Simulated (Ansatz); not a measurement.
`CBO[SiH2]F` + `[NH]=[V]([NH2])([OH])[OH]` → `C[N]=[V]([NH2])([OH])[OH]` + `BO[SiH2]F`  (substitution at a C–B bond)

Program: Ansatz. Geometries: PBE0-D4/def2-TZVP. ΔE: electronic, gas phase. CBS: MP2 limit from def2 TZ/QZ plus the TZ coupled-cluster correction, frozen cores. DFT in def2-TZVPP. B3LYP here is the variant with VWN-RPA as its local correlation; programs differ in this. For V outer-core shells are correlated without core-valence functions, which leaves a few kJ/mol of doubt a bond. Scalar relativity is left out up to krypton. Each species was taken in one conformer, which may not be the lowest.

```
             level  ΔE (kcal/mol)
          B3LYP-D4           12.6
            B2PLYP           11.3
               PBE           13.4
SCS-MP2/def2-QZVPP            8.9
```

**Question.** What does CCSD(T)/CBS give? (Best estimate.)

**Answer.** The calculation gave: +12.9 kcal/mol. The listed levels differ from it by -0.3, -1.6, 0.5, -4.0 kcal/mol.

Largest T1 diagnostic among the species: 0.030, so the coupled-cluster value is less sure than usual.
